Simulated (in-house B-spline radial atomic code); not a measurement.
A radial electron density 4πr²n(r) was computed for an atom or ion in its tabulated ground configuration with a B-spline radial code for spherical atoms; method: non-relativistic BLYP, spin-polarised, spherical fractional occupations. Columns: r (bohr), 4πr²n(r) (electrons per bohr), bar.

```
 0.00269   0.5768 #
 0.00322   0.8074 #
 0.00385    1.123 ##
 0.00462    1.563 ##
 0.00553    2.151 ###
 0.00662    2.938 #####
 0.00794    3.988 ######
 0.00951     5.34 ########
  0.0114    7.062 ###########
  0.0136    9.125 ###############
  0.0163    11.65 ###################
  0.0196    14.58 #######################
  0.0234    17.61 ############################
  0.0281    20.71 #################################
  0.0336    23.37 #####################################
  0.0403    25.28 ########################################
  0.0483    26.02 #########################################
  0.0578    25.42 ########################################
  0.0693    23.67 ######################################
   0.083    21.46 ##################################
  0.0994    19.81 ################################
   0.119    19.73 ###############################
   0.143    21.66 ##################################
   0.171    24.78 #######################################
   0.205    27.45 ############################################
   0.245    27.64 ############################################
   0.294    24.32 #######################################
   0.352    18.39 #############################
   0.421    12.32 ####################
   0.505    8.504 ##############
   0.605    7.936 #############
   0.724     9.22 ###############
   0.868    10.06 ################
    1.04    9.033 ##############
    1.24     6.58 ##########
    1.49    3.758 ######
    1.79    1.697 ###
    2.14   0.6258 #
    2.56   0.1863 
    3.07  0.04459 
    3.68 0.008645 
    4.41 0.001296
```

(1) Which atom or ion is it?
A. V3+
B. Ti3+
C. Ti4+
D. Sc3+

## Answers

(1) B. The area under the curve, ∫4πr²n dr = ∫r·4πr²n d(ln r) on this logarithmic grid, is 19 electrons, which only this option has. The configuration is [Ar] 3d1.
